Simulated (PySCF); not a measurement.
Computed IR spectrum (relative IR intensity) of a molecule C3H6N2Si. Geometry: ωB97X-D3(BJ)/def2-SVP. Other conformers were not sampled. All values below come from ωB97X-D3(BJ)/def2-SVP in PySCF. Frequencies are harmonic and unscaled.

Lines under 2 % of the strongest are left out, and lines within 2 cm⁻¹ are merged.

ν (cm⁻¹): 47 (vw), 533 (vw), 699 (m), 717 (m), 780 (m), 846 (w), 960 (m), 963 (m), 968 (vs), 989 (m), 1089 (w), 1413 (w), 1428 (vw), 1826 (vs), 2225 (m), 2282 (m), 2286 (m), 2439 (w), 3015 (w) (against the strongest line: vs over 80 %, s over 45 %, m over 15 %, w over 4 %, vw less)

Problem. Which molecule gave these data?
(A) C[SiH2]/C=N/C#N
(B) C1=NC=NC[SiH2]1
(C) C=C=C1N[SiH2]N1
(D) N#CC/C=N/[SiH3]

Solution. D, N#CC/C=N/[SiH3]
